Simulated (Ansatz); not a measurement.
One group Y is varied and pulled off as a radical: Y-SnCl3. All species are isolated molecules in the gas phase. Each species was relaxed from one start; no search for lower structures was made at this level. In the def2 sets, heavy atoms carry core potentials. Strings in code marks are SMILES.

These are B3LYP-D3(BJ)/def2-TZVP // PBE0-D3(BJ)/def2-SVP (Ansatz, an electronic-structure program) values and carry that method's errors. All candidates: neutral, multiplicity 1. B3LYP has the VWN-RPA correlation part, as in Gaussian. 

The HOMO comes out as -8.50 eV, the vertical ionisation energy (Delta-SCF) is 10.36 eV and the HOMO–LUMO gap comes out as 6.02 eV.

Say which member has these values.
(A) `[CH3][Sn]([Cl])([Cl])[Cl]`
(B) `C[CH2][Sn]([Cl])([Cl])[Cl]`
(C) `C[C](C)(C)[Sn]([Cl])([Cl])[Cl]`
(D) `C=CC[CH2][Sn]([Cl])([Cl])[Cl]` (C–C–C–C torsion -116°, C–C–C–Sn torsion 180°)

B, `C[CH2][Sn]([Cl])([Cl])[Cl]`. The others give `C[C](C)(C)[Sn]([Cl])([Cl])[Cl]`: -7.98 eV, 9.71 eV, 5.51 eV; `[CH3][Sn]([Cl])([Cl])[Cl]`: -8.83 eV, 10.78 eV, 6.29 eV; `C=CC[CH2][Sn]([Cl])([Cl])[Cl]` (C–C–C–C torsion -116°, C–C–C–Sn torsion 180°): -7.73 eV, 9.65 eV, 5.20 eV
